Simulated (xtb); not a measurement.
AlFH2OS, SMILES [OH][Al]([F])[SH]. All values are semi-empirical tight-binding results from xtb (GFN2-xTB unless named), good for trends rather than for accurate numbers. Coordinates come from a GFN2-xTB optimisation. Other conformers were not sampled.

Optimised geometry:

Bonds (Å): Al1–F2 1.650, Al1–O3 1.640, Al1–S5 2.180, O3–H4 0.946, S5–H6 1.327. Angles (°): F2–Al1–O3 122.0, F2–Al1–S5 121.5, O3–Al1–S5 116.5, Al1–O3–H4 163.6, Al1–S5–H6 90.8.

For metal compounds this method's bond lengths and energies can be far off.

```json
{
  "point_group_as_xtb_finds_it": "Cs",
  "orbital_gap": "3.62 eV",
  "zero_point_energy": "14.9 kcal/mol",
  "G − E(el) at 298.15 K (modified RRHO)": "-4.1 kcal/mol"
}
```

Task: Give the atomic charges and the Wiberg bond orders between heavy atoms. (The exact figures need the calculation; the answer reports its results.)

Result: charges (e) Al1 0.47, F2 -0.26, O3 -0.48, H4 0.32, S5 -0.25, H6 0.19. Bond orders Al1–F2 1.21, Al1–O3 1.35, Al1–S5 1.23.
